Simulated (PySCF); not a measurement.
**Electron correlation in O (oxygen, neutral)**

[He] 2s1 2p5, high-spin 3P determinant (an excited configuration). Computed with PySCF 2.14 in x2c-QZVPPall, with the spin-free X2C one-electron Hamiltonian (Gaussian nucleus). Frozen: nothing; 8 electrons correlated.

```json
{"level": "CCSD", "correlation energy (mhartree)": "-238.15"}
{"level": "(T)", "correlation energy (mhartree)": "-8.18"}
{"level": "CCSD(T)", "correlation energy (mhartree)": "-246.33"}
```

Diagnostics: T1 = 0.014, D1 = 0.0304, largest double amplitude 0.069.

Cost of the coupled-cluster step: of the order of 6 core-seconds, for 8 correlated electrons.

This basis was not built for core-valence correlation, so the inner-shell part is incomplete.
